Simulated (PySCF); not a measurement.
From computed data to an observable: refractive index and permittivity of the vapour

CuCl, SMILES [Cl][Cu], multiplicity 1.

Geometry optimised at PBE0-D3(BJ)/def2-TZVPD. The multiplicity is an assumed one; other spin states were not compared.

PySCF with M06-2X/def2-TZVPD gives a mean static polarisability of 34.3 bohr³ and a dipole moment of 5.55 D. Take an ideal gas at 298.15 K and 0.1 bar, whether or not the substance is that volatile.

Q: Work out n − 1 in the optical limit and the static ε − 1.

A: 
Polarisability volume α' = 34.3 × 0.148185 = 5.08 Å³. Number density N = p/kT = 2.43e-6 Å⁻³.
Dilute limit of Lorentz–Lorenz: n − 1 = 2π N α' = 7.8e-5.
Orientation term of Debye: μ²/(3kT) = 8.098 Å³ × μ²(D²) = 249.43 Å³.
ε − 1 = 4π N (α' + μ²/3kT) = 0.0078. Orientation of the dipole supplies 98 % of the static response; it can't follow optical fields. Vibrational polarisation and dispersion are left out.
